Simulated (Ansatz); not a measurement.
Relaxation of the cluster Nb4 with UKS B3LYP-D4/def2-SVP.

```sh
$ ansatz run in.yaml --threads 4 --pin off --events-out ev --progress --plain --max-ram 3916MiB
```

```yaml
crystal:
  periodic: [false, false, false]
  atoms:
    - {symbol: Nb, position_ang: [-1.398365, -0.627974, -0.016604]}
    - {symbol: Nb, position_ang: [0.548926, 0.062941, -1.429958]}
    - {symbol: Nb, position_ang: [-0.083155, 1.417291, 0.578263]}
    - {symbol: Nb, position_ang: [0.932594, -0.852268, 0.868299]}
basis:
  gaussian: {orbitals: def2-SVP}
magnetization: {spin_polarized: true, initial_magnetization: 4}
hamiltonian: {xc: {name: B3LYP}, dispersion: d4}
scf: {lower_state_search: "off"}
output: {orbitals: {seedname: orbitals}}
relax: {f_tol: 0.02, max_steps: 100}
```

Run time 2.6 min (4 threads of Arm Neoverse V2 on a shared host), peak host memory 0.62 GiB.

Positions (Å) and forces (eV/Å) at steps 1, 2, 3, 4, 7, 8, 9, 10, 11, 12, 13, 14 of 14:

```xyz
4
step=1 energy=-6196.0687 eV
Nb   -1.398   -0.628   -0.017   -1.444   -1.482    0.545
Nb    0.549    0.063   -1.430    1.082    0.251   -0.343
Nb   -0.083    1.417    0.578    0.874    0.697    0.319
Nb    0.933   -0.852    0.868   -0.512    0.533   -0.521
4
step=2 energy=-6196.4173 eV
Nb   -1.485   -0.750    0.038    0.271   -0.218    0.232
Nb    0.627    0.102   -1.435    0.055    0.260    0.032
Nb   -0.007    1.459    0.578    0.132    0.095   -0.212
Nb    0.864   -0.812    0.819   -0.458   -0.137   -0.052
4
step=3 energy=-6196.4471 eV
Nb   -1.490   -0.809    0.077    0.424    0.235   -0.025
Nb    0.654    0.147   -1.434   -0.174    0.053   -0.179
Nb    0.030    1.484    0.549   -0.210    0.130   -0.065
Nb    0.807   -0.822    0.808   -0.039   -0.417    0.269
4
step=4 energy=-6196.4705 eV
Nb   -1.464   -0.797    0.076    0.219    0.075    0.018
Nb    0.642    0.152   -1.438   -0.058    0.035   -0.118
Nb    0.019    1.487    0.541   -0.089    0.101   -0.020
Nb    0.803   -0.842    0.821   -0.072   -0.212    0.120
4
step=7 energy=-6196.4814 eV
Nb   -1.430   -0.802    0.071    0.004   -0.006   -0.030
Nb    0.619    0.170   -1.458   -0.037    0.017   -0.016
Nb    0.030    1.489    0.534    0.020    0.002   -0.007
Nb    0.781   -0.857    0.854    0.013   -0.013    0.053
4
step=8 energy=-6196.4853 eV
Nb   -1.424   -0.811    0.058    0.051    0.012   -0.064
Nb    0.602    0.175   -1.470   -0.097    0.043    0.011
Nb    0.046    1.483    0.537    0.038   -0.037   -0.046
Nb    0.776   -0.848    0.875    0.007   -0.018    0.099
4
step=9 energy=-6196.6261 eV
Nb   -1.347   -0.818   -0.025    0.011   -0.016   -0.555
Nb    0.480    0.212   -1.487   -0.517   -0.007   -0.169
Nb    0.103    1.481    0.513    0.305   -0.183    0.143
Nb    0.764   -0.875    1.000    0.201    0.206    0.581
4
step=10 energy=-6196.5420 eV rejected
Nb   -1.284   -0.816   -0.177   -1.260   -0.372    0.740
Nb    0.304    0.215   -1.501    1.297   -0.268   -0.958
Nb    0.190    1.449    0.521   -0.346    0.595    0.795
Nb    0.791   -0.848    1.157    0.309    0.045   -0.577
4
step=11 energy=-6196.7078 eV
Nb   -1.331   -0.835   -0.102   -0.031    0.191   -0.070
Nb    0.396    0.202   -1.515    0.004   -0.126    0.122
Nb    0.160    1.468    0.544   -0.141   -0.054    0.002
Nb    0.775   -0.835    1.073    0.168   -0.011   -0.053
4
step=12 energy=-6196.7146 eV
Nb   -1.344   -0.813   -0.114    0.121    0.028    0.019
Nb    0.396    0.181   -1.505   -0.042    0.001   -0.001
Nb    0.146    1.458    0.554   -0.006   -0.011   -0.013
Nb    0.802   -0.826    1.065   -0.073   -0.018   -0.005
4
step=13 energy=-6196.7153 eV
Nb   -1.336   -0.813   -0.112   -0.034   -0.009    0.005
Nb    0.394    0.183   -1.506    0.020   -0.003   -0.040
Nb    0.146    1.459    0.553   -0.011    0.038    0.017
Nb    0.796   -0.830    1.065    0.025   -0.026    0.018
4
step=14 energy=-6196.7154 eV
Nb   -1.337   -0.813   -0.111    0.007   -0.001   -0.001
Nb    0.395    0.183   -1.507   -0.004    0.001    0.004
Nb    0.145    1.460    0.553    0.003   -0.003   -0.001
Nb    0.797   -0.831    1.065   -0.006    0.003   -0.002
```

In the def2 sets Nb takes a core potential; there is no spin–orbit coupling. The relaxation made no stability test and no search for a lower SCF solution. At B3LYP-D4/def2-SVP a singlet of charge 0 lies 0.94 eV below the quintet, each at its own geometry. The structure comes from a short search, and lower isomers may exist.
